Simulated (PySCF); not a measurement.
Ligand exchange on a metal centre used in film growth or etching (Ti Br-H). Gas-phase values, no solvent.

Level of theory: B3LYP-D3(BJ)/def2-TZVP // TPSS-D3(BJ)/def2-SVP (PySCF). All candidates: neutral, multiplicity 1. B3LYP has the VWN-RPA correlation part, as in Gaussian. 

```yaml
HOMO: -8.79 eV
LUMO: -3.42 eV
HOMO–LUMO gap: 5.37 eV
```

Question: Identify which member has these values.
A. [Ti(H)4]
B. [Ti(Br)(H)3]
C. [Ti(Br)4]
D. [Ti(Br)2(H)2]

Answer: B, [Ti(Br)(H)3]. The others give [Ti(Br)4]: -8.50 eV, -3.98 eV, 4.52 eV; [Ti(Br)2(H)2]: -8.83 eV, -3.67 eV, 5.15 eV; [Ti(H)4]: -8.64 eV, -3.23 eV, 5.40 eV
